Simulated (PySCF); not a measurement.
The multiplicity is imposed and other spin states were not computed.

B3LYP has the VWN-RPA correlation part, as in Gaussian. 

Z-matrix (Å, degrees):
```
Ti
F 1 1.7443
F 1 1.7443 2 109.47
F 1 1.7443 2 109.47 3 -120.00
F 1 1.7443 2 109.47 3 120.00
```
Charge 0, multiplicity 1.

Problem. Predict the charge on the central atom (Mulliken), dipole moment, total energy, LUMO, HOMO–LUMO gap, charge on the central atom (meta-Löwdin) and HOMO from B3LYP-D3(BJ)/def2-TZVP // PBE-D3(BJ)/def2-SVP in PySCF.

Solution. 
```
Quantity                                         Result
----------------------------------------  -------------
charge on the central atom (Mulliken)            1.67 e
dipole moment                                 0.000 e·Å
total energy                              -1249.3450 Ha
LUMO                                           -3.55 eV
HOMO–LUMO gap                                   8.68 eV
charge on the central atom (meta-Löwdin)         1.70 e
HOMO                                          -12.23 eV
```
